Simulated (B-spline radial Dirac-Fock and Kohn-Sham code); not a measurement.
# Re 4f7/2: cross section and angular parameters

System: neutral rhenium, configuration [Xe] 4f14 5d5 6s2; threshold 52.13 eV (orbital energy of the model). Calculated with a radial B-spline solver, using Dirac-Hartree-Slater photoionisation with a Latter tail; cross sections with all multipoles, angular parameters from the dipole term and its interference with E2.

For linearly polarised light dσ/dΩ = σ/(4π) [1 + β P₂(cos θ) + (δ + γ cos²θ) sin θ cos φ], with θ from the polarisation vector and φ the angle between the beam and the projection of the electron momentum on the plane normal to the polarisation.

```
hν (eV)  σ (kb)      β       γ      δ
   99.4    1030  1.016   0.006  0.007
    120    1770  0.548   0.002  0.010
    126    2000  0.473   0.001  0.010
    136    2360  0.386   0.000  0.011
    144    2620  0.340  -0.001  0.012
    150    2790  0.316  -0.001  0.012
    155    2920  0.301  -0.001  0.013
    200    3540  0.283  -0.001  0.016
    270    3330  0.385   0.000  0.020
    300    3080  0.436   0.002  0.022
    322    2880  0.473   0.003  0.023
    330    2800  0.486   0.003  0.024
    400    2180  0.589   0.008  0.028
    532    1320  0.740   0.021  0.036
    600    1020  0.799   0.031  0.040
    717     674  0.878   0.053  0.047
    801     510  0.920   0.072  0.051
 1253.6     144  1.034   0.202  0.076
 2984.4    7.68  0.991   0.715  0.162
   3520    4.15  0.953   0.834  0.188
   3530    4.11  0.952   0.836  0.188
   3840    2.98  0.930   0.897  0.203
   4700    1.36  0.873   1.041  0.244
   5630       ?      ?       ?      ?
   6000   0.511  0.799   1.210  0.304
   6300   0.419  0.784   1.243  0.317
   6710   0.323  0.765   1.285  0.336
   9930  0.0617  0.647   1.533  0.473
  11200  0.0365  0.611   1.603  0.524
  13600  0.0154  0.555   1.701  0.615
```

Problem. Give the values at 5630 eV.

Solution. σ = 0.662 kb, β = 0.819, γ = 1.167, δ = 0.287.
